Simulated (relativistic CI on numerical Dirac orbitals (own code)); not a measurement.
A reference radial Dirac CI calculation of Si²⁺ gave the lowest total energy -288.56738 Ha in 51 SCF steps, from this input:

```
atom Si  Z=14  charge=2  electrons=12
nucleus A=28  rms_radius_fm=3.1224
hamiltonian dirac-coulomb  breit=on  qed=on  c_scale=1
orbitals kli  potential=per-configuration
slater_scale 1
correlation none
mixing on
grid step=0.0125 r_max=34.3
scf mixing=0.4 start=green max_iterations=150 tolerance=2e-08 node_fill=0.05
configurations
  [Ne] 3s2
  [Ne] 3s 3p
  [Ne] 3p2
  [Ne] 3s 3d
  [Ne] 3d2
end
```

One setting was then changed, and the output read:

```
SCF 1: [Ne] 3s2
 iter      energy (Ha)   residual   last orbital (Ha)
    1      -285.577205   1.33e+00     -1.70641
    2      -287.997355   5.94e-01     -1.39519
error: SCF of 1s2 2s2 2p6 3s2 did not converge
end: not converged
```

(1) Which setting was changed?
A. iteration limit
B. Slater scale
C. nuclear radius
D. charge

## Answers

(1) A. The iteration limit 2. This setting is bad on purpose; its numbers may not be properties of the ion.
